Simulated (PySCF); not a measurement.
YCl₂⁺: fields on a plane

Method: PBE0/[Y def2-TZVP with ECP28, Cl def2-TZVP], scalar-relativistic core potentials, density fitting, no spin–orbit coupling, PySCF.

The singlet minimum has Y–Cl 2.339 Å (×2); Cl–Y–Cl 112.2°.

The plane holds Y1 at (0.00, 0.00), Cl2 at (2.34, 0.00), Cl3 at (-0.88, 2.17) Å. Columns run from x = -2.85 to 4.65 Å, rows from y = 4.35 (top) to -1.95 Å, in steps of 0.3 Å. Other isomers or separated fragments may lie lower. Core electrons replaced by a potential are absent, the electrostatic potential uses the reduced nuclear charge, and values within about 0.7 Å of such atoms have no physical meaning.

Q: Give the electrostatic potential (V) (cut at 20 V). Lower edges of the bins (V): '0' 1.97, '1' 2.08, '2' 2.25, '3' 2.51, '4' 2.94, '5' 3.61, '6' 4.67, '7' 6.36, '8' 9.04, '9' 13.28; top 20.0.

A: 
```
23333333333333332222211100
33334444443333333322221110
33444555544443333333222111
34455666655444443333322211
44556788865544444333332221
44568999986554444443333222
45679999997655544444333222
45689999998665555444433322
55679999998766555544433332
55679999998776665554443332
55667999998887766665544333
56667889999998777887654433
66677899999999889999765433
66778899999999999999975443
66778999999999999999975443
67788999999999999999976443
67788999999999999999975443
67788999999999889999765443
67778899999998777887654433
66778889999988766666554433
66777888888887766555544433
66677778888877666555444333
```

Q: Give the electron density (e/Å³) (cut at 5 e/Å³). Lower edges of the bins (e/Å³): '_' 0.000, '.' 0.030, ':' 0.076, '-' 0.151, '=' 0.268, '+' 0.455, '*' 0.750, '#' 1.218, '%' 1.960, '@' 3.136; top 5.00, each point printed twice.

A: 
```
____________________________________________________
____________________________________________________
____________......__________________________________
________..::::::::....______________________________
______..--==++++==--::..____________________________
____..--==**####**++--..____________________________
____::==**##@@@@##**==::..__________________________
__..::==**%%@@@@%%##++--..__________________________
__..::==**%%@@@@%%##++--..__________________________
____::--++##%%%%##**==--....__........______________
____..--==********++==::......::::::::::..__________
____..::--==++++++++==--::::::--======--::..________
______..::--==++**####**==--==++**##**++==::..______
________..::==**%%@@@@%%**==++**##%%%%##++--..______
________..::==##@@----@@##++**##@@@@@@%%**==::______
__________::==##@@----@@##++**##@@@@@@%%**==::______
__________..--**%%@@@@%%**==++**##%%%%##++--..______
____________::==**####**==--==++**##**++==::..______
____________..::--======::::----======--::..________
________________..::::........::::::::::..__________
______________________________........______________
____________________________________________________
```
